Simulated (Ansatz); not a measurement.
Computed with Ansatz on PBE0-D4/def2-TZVP structures; ΔE is electronic, products minus reactants. CCSD(T)/CBS adds triple-zeta CCSD(T) − MP2 to the extrapolated MP2 energy (def2 sets, frozen cores). DFT in def2-TZVPP. B3LYP here is the variant with VWN-RPA as its local correlation; programs differ in this. For Ge outer-core shells are correlated without core-valence functions, which leaves a few kJ/mol of doubt a bond. Scalar relativity is left out up to krypton. Each species was taken in one conformer, which may not be the lowest.

`CB(N)F` + `O[SiH2][GeH2][F]` → `CB(F)[SiH2]O` + `[NH2][GeH2][F]`  (redistribution)

(1) Is it downhill or uphill in electronic energy at CCSD(T)/CBS, and by how much? (An estimate is asked.)

(2) What do these levels give: r2SCAN-D4, B3LYP-D4, ωB97M-V, B2PLYP, B3LYP, HF/def2-TZVPP, MP2/def2-TZVPP, SCS-MP2/def2-TZVPP, CCSD/def2-TZVPP, CCSD(T)/def2-TZVPP, MP2/def2-QZVPP, MP2/CBS(def2)? (Estimate.)

Largest T1 diagnostic among the species: 0.013.

Results:

(1) Computed: Uphill: ΔE = +1.49 eV.

(2) The calculation gave: r2SCAN-D4 1.57, B3LYP-D4 1.57, ωB97M-V 1.55, B2PLYP 1.52, B3LYP 1.56, HF/def2-TZVPP 1.46, MP2/def2-TZVPP 1.47, SCS-MP2/def2-TZVPP 1.44, CCSD/def2-TZVPP 1.47, CCSD(T)/def2-TZVPP 1.46, MP2/def2-QZVPP 1.48, MP2/CBS(def2) 1.50 eV.
